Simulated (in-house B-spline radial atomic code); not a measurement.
Radial electron density of Se V (Se4+), [Ar] 3d10 4s2. Level of theory: scalar-relativistic (X2C) Hartree-Fock, spin-polarised, averaged over the determinants with the given up and down occupations, Fermi nucleus of rms radius 4.14 fm; calculated with a radial B-spline atomic code at the basis-set limit.

One-electron X2C: radii and densities carry no picture-change correction, so inner-shell <1/r> comes out high (for 1s by about 2 % at Z = 33, 5 % at 54, 10 % at 75, 30 % at 118) and <r> low.

Columns: r (bohr), 4πr²n(r) (electrons per bohr), bar.

```
 0.00156    1.135 #
  0.0019    1.591 #
 0.00231    2.214 ##
  0.0028    3.049 ###
 0.00341    4.204 ####
 0.00414    5.721 #####
 0.00504    7.743 #######
 0.00612    10.31 #########
 0.00744    13.56 ############
 0.00904     17.5 ###############
   0.011    22.13 ####################
  0.0134    27.26 ########################
  0.0162     32.3 #############################
  0.0197    37.02 #################################
   0.024    40.56 ####################################
  0.0292    42.13 #####################################
  0.0355    41.41 #####################################
  0.0431    38.81 ##################################
  0.0524    35.66 ################################
  0.0637    34.02 ##############################
  0.0774    35.69 ################################
  0.0941    40.79 ####################################
   0.114    46.76 #########################################
   0.139    49.68 ############################################
   0.169     46.2 #########################################
   0.205     37.6 #################################
    0.25    28.94 ##########################
   0.304    26.13 #######################
   0.369    29.23 ##########################
   0.449    32.85 #############################
   0.545    31.34 ############################
   0.663    24.07 #####################
   0.806    14.96 #############
   0.979    7.987 #######
    1.19    4.204 ####
    1.45    2.501 ##
    1.76    1.547 #
    2.14   0.7856 #
     2.6   0.2832 
    3.16  0.06499 
    3.84 0.008632 
    4.67 0.0005852 
    5.67 1.841e-05
```

On this grid the curve has 3 maxima, near 0.0292, 0.139, 0.449 bohr.

The 3d up radial function P(r) = rR(r), positive near the nucleus:

| r (bohr) | P |
| --- | --- |
| 0.0134 | 0.001335 |
| 0.0197 | 0.003881 |
| 0.0292 | 0.01123 |
| 0.0431 | 0.03081 |
| 0.0637 | 0.07986 |
| 0.0941 | 0.1899 |
| 0.139 | 0.4017 |
| 0.205 | 0.7272 |
| 0.304 | 1.087 |
| 0.449 | 1.263 |
| 0.663 | 1.096 |
| 0.979 | 0.6754 |
| 1.45 | 0.2657 |
| 2.14 | 0.05643 |
| 3.16 | 0.004753 |
